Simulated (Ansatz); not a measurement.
`F[SiH2]N[SiH2]Cl`, charge 0, multiplicity 1.

Problem. Give a relaxed structure at PBE0-D4/def2-TZVP (Ansatz 0.2.0). (Best estimate.)

Solution. The calculation gave: 
Z-matrix (Å, degrees):
```
Si
N 1 1.713
F 1 1.599 2 111.6
H 1 1.479 2 109.9 3 -117.4
H 1 1.478 2 108.2 3 117.7
Si 2 1.715 1 127.5 3 -98.3
H 2 1.011 1 116.4 3 83.4
Cl 6 2.059 2 112.1 1 -101.9
H 6 1.477 2 107.8 1 16.3
H 6 1.479 2 110.6 1 140.2
```
This is one stationary point; other conformers may exist.
